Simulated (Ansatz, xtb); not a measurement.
## Relative energy of two isomers of CH8Ge2O2Si

Structure I: `O=CO[SiH2][GeH2][GeH3]`, a singlet. Structure II: `O[SiH2][Ge@@H]1[CH2][O][GeH2]1`, a singlet. Both are isolated molecules in the gas phase, relaxed with PBE0-D3(BJ)/def2-SVP; each stands in its lowest conformer found.

I (Å):

```xyz
14

C    -0.6226   -0.3683   -2.7520
Ge   -2.8006   -0.5046    0.2642
Ge   -2.1830    1.8256    0.5034
O    -0.6473    0.6347   -2.0882
O    -0.7679   -1.5902   -2.2708
Si   -0.9821   -1.8001   -0.5604
H    -0.4755   -0.3776   -3.8519
H     0.3036   -1.4358    0.1026
H    -1.2002   -3.2688   -0.4582
H    -3.2192   -1.1142    1.6202
H    -3.9895   -0.6732   -0.7040
H    -2.4714    2.5884   -0.7959
H    -3.0063    2.4533    1.6476
H    -0.6919    1.9267    0.8604
```

II (Å):

| atom | x (Å) | y (Å) | z (Å) |
| --- | --- | --- | --- |
| C | 1.6875 | -1.8722 | -0.7498 |
| Ge | 0.0584 | -0.6767 | -0.7198 |
| Ge | 1.8153 | 0.3271 | 0.6160 |
| O | 0.0357 | -2.3312 | 1.9820 |
| O | 2.2582 | -1.4683 | 0.4935 |
| Si | -1.1801 | -1.8059 | 0.9757 |
| H | 0.9444 | -2.1986 | 1.6457 |
| H | -2.1262 | -0.9141 | 1.7092 |
| H | -1.9625 | -2.9478 | 0.4073 |
| H | -0.5660 | -0.0886 | -1.9978 |
| H | 2.3618 | -1.6763 | -1.6026 |
| H | 1.4668 | -2.9517 | -0.7278 |
| H | 2.9304 | 1.1647 | -0.0489 |
| H | 1.7059 | 0.6896 | 2.1078 |

Question: Which of the two would you expect CCSD(T)/def2-SVP + ΔMP2/def2-TZVPP electronic energies to favour?

Answer: Structure I; the calculation gives E(II) − E(I) = +4.2 kcal/mol.

How the difference moves with the method:

```
                             level              geometry  E(II) − E(I) (kcal/mol)  departure from the last row (kcal/mol)  job, with rough time for the two
              PBE0-D3(BJ)/def2-SVP  PBE0-D3(BJ)/def2-SVP                     +10.7                                    +6.4               optimisation, 5 min
                       HF/def2-SVP  PBE0-D3(BJ)/def2-SVP                     +22.5                                   +18.2           part of the CCSD(T) run
                      MP2/def2-SVP  PBE0-D3(BJ)/def2-SVP                     +12.7                                    +8.4           part of the CCSD(T) run
                  CCSD(T)/def2-SVP  PBE0-D3(BJ)/def2-SVP                     +15.5                                   +11.3                      single point
CCSD(T)/def2-SVP + ΔMP2/def2-TZVPP  PBE0-D3(BJ)/def2-SVP                      +4.2                                                     single point, 2.8 min
```

As drawn, II has 1 C–Ge, 1 Ge–O, 1 O–H, 1 C–H in place of 1 C=O, 2 Ge–H. Structure I has no ring, II a 4-membered ring.

None of the levels shown reverses the order. The largest departure from CCSD(T)/def2-SVP + ΔMP2/def2-TZVPP is that of HF/def2-SVP, 18.2 kcal/mol. Levels run at GFN2-xTB geometries aren't shown. The last row adds to CCSD(T) the change of the MP2 difference between the two basis sets, here −11.3 kcal/mol, a large step that makes the value less sure.

With thermal terms from frequencies at re-optimised GFN2-xTB minima (ideal gas, soft modes damped towards free rotors, one conformer each, 298.15 K, 1 atm): the zero-point term adds +1.8 kcal/mol; ΔH is +5.9 and ΔG +6.4 kcal/mol.

The correlated steps freeze 26 core orbitals; the filled d shell of Ge is correlated, in a basis made for valence electrons. Mirror images aren't counted in ΔG. Run with Ansatz 0.2.0, xtb 6.7.1; the last row on 4 threads of Arm Neoverse V1 on a shared host.
